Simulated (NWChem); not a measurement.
System: CH5B; SMILES BC

The following NWChem deck was run.

```
start job
memory heap 200 mb stack 900 mb global 1100 mb
geometry units angstroms noautoz
  B     -0.001087    -0.870873    -0.017735
  H      1.028133    -1.484505     0.017386
  H     -1.025811    -1.491613     0.019929
  C     -0.002080     0.689642    -0.029918
  H      0.039230     0.978764     1.037981
  H     -0.911228     1.149322    -0.432108
  H      0.881041     1.143569    -0.493262
end
basis spherical
  B library 6-31g*
  H library 6-31g*
  C library 6-31g*
end
dft
  xc xpbe96 cpbe96
  iterations 150
  mulliken
end
task dft energy
```

Geometry: optimised at B3LYP/6-31G* (spherical d).

**Question.** Predict the main results of this run. (PBE/6-31G* (spherical d).) Quantities: energy (Ha); highest occupied level (eV); orbital gap (eV); dipole (D).

**Answer.** 
* **energy (Ha)**: -65.82
* **highest occupied level (eV)**: -7.38
* **orbital gap (eV)**: 5.47
* **dipole (D)**: 0.80
